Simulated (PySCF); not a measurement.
Tl: excitation energy

Tl [Xe] 4f14 5d10 6s2 6p1 (2P) → Tl [Xe] 4f14 5d10 6s1 6p2 (4P), as a difference of total energies. All numbers are calculated (PySCF 2.14, the spin-free X2C one-electron Hamiltonian (Gaussian nucleus), in ANO-RCC-VTZP (8s7p5d3f2g, 93 functions)). Correlated levels: valence and next inner shell: [Kr] 4d10 4f14 frozen. The calculations carry no spin-orbit coupling.

| method | excitation energy (eV) |
| --- | --- |
| UHF | 4.340 |
| MP2 (valence and next inner shell) | 6.057 |
| SCS-MP2 (valence and next inner shell) | 6.096 |
| CCSD (valence and next inner shell) | 5.695 |
| CCSD(T) (valence and next inner shell) | 5.809 |

**Question.** How much does correlation contribute at CCSD(T) (valence and next inner shell)?

**Answer.** 5.809 − (4.340) = 1.469 eV, measured against UHF.

Spin-orbit coupling is strong in these open shells (close to jj coupling). The scalar numbers leave it out and a first-order estimate fails, so it can dominate the gap to the real levels.
